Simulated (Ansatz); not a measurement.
GeClH3 (GeH₃Cl). Charge 0, multiplicity 1. Geometry PBE-D4/def2-TZVP, basis def2-TZVP, Ansatz.

```csv
run,HOMO (eV),LUMO (eV)
A,-11.56,1.87
B,-11.02,1.53
C,-12.04,3.00
D,-7.23,-1.24
E,-8.25,-0.67
F,-8.77,-0.39
```

LC-ωPBE has ω = 0.4 bohr⁻¹.

**Question.** The runs used BLYP, HF, LC-ωPBE, PBE0, r2SCANh, ωB97M-V. Estimate which is which.

**Answer.** A LC-ωPBE (range-separated); B ωB97M-V (range-separated); C HF (100 % exact exchange); D BLYP (0 % exact exchange); E r2SCANh (10 % exact exchange); F PBE0 (25 % exact exchange). Exact exchange lowers occupied and raises empty levels; among semilocal functionals meta-GGAs tend to open the gap a little, and such runs are hard to tell apart. The gap grows from 5.99 eV (BLYP) to 15.04 eV (HF).
